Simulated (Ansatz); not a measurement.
The first iterations of a band of a periodic cell of 17 atoms, Be$_{16}$H (host Be, host structure hcp, interstitial H).

Computed with DFT PBEsol, scalar-relativistic, plane waves, PAW in Ansatz 0.2.0. Settings: cutoff 420 eV, k mesh 4x4x3, fermi-dirac smearing 0.15 eV, no spin polarisation.

```json
{
 "movable images": "2",
 "climbing image": "yes",
 "spring": "5.0 eV/Å²",
 "optimiser": "quadratic models (default)",
 "start path": "default",
 "force threshold": "0.05 eV/Å",
 "iteration limit": "50",
 "end points": "relaxed"
}
```

Initial state:

```xyz
17
Lattice="-2.2900 -3.9664 0.0000 3.4350 -1.9832 0.0000 0.0000 0.0000 7.1769" Properties=species:S:1:pos:R:3
Be -0.002 -3.966 0.014
Be -0.001 -2.642 1.768
Be -0.003 -4.081 3.595
Be -0.004 -2.641 5.418
Be -1.155 -1.976 0.018
Be 2.292 -2.642 1.813
Be -1.263 -1.914 3.601
Be 2.293 -2.636 5.410
Be 1.145 -1.980 0.014
Be 1.147 -0.661 1.802
Be 1.244 -1.922 3.595
Be 1.147 -0.661 5.414
Be 0.003 0.000 0.023
Be 1.146 -4.628 1.813
Be 0.041 -0.022 3.612
Be 1.141 -4.633 5.410
H -0.010 -2.638 3.786
```

Final state:

```xyz
17
Lattice="-2.2900 -3.9664 0.0000 3.4350 -1.9832 0.0000 0.0000 0.0000 7.1769" Properties=species:S:1:pos:R:3
Be 0.001 -3.970 0.029
Be 0.001 -2.645 1.783
Be 0.003 -3.970 3.556
Be 0.003 -2.531 5.378
Be -1.145 -1.984 -0.017
Be 2.287 -2.645 1.774
Be -1.142 -1.979 3.564
Be 2.250 -2.623 5.361
Be 1.143 -1.985 -0.005
Be 1.144 -0.666 1.783
Be 1.142 -1.983 3.560
Be 1.047 -0.723 5.378
Be -0.002 -0.004 -0.017
Be 1.154 -4.635 1.778
Be -0.004 -0.008 3.564
Be 1.263 -4.698 5.372
H 0.010 -3.973 5.184
```

| iteration | highest image above the first end (eV) | largest band force component (eV/Å) |
| --- | --- | --- |
| 1 | 1.010 | 2.623 |
| 2 | 0.688 | 1.270 |

Problem. Does the band converge within its limit, and where does its top end?

Solution. The forces met the threshold. It ended after 7 iterations with the highest image 0.705 eV above the first end. The order of the stationary point at the top wasn't checked. Another band between the same ends, with other settings, climbed to 0.34 eV only, so this may not be the lowest route. So few images can step over the top or miss a turn of the path. Limits of this set-up: coarse k mesh, odd electron count without spin.

The run took 100 s on 1 thread of Intel(R) Xeon(R) Platinum 8488C (Sapphire Rapids) (shared host), peak memory 0.55 GiB.
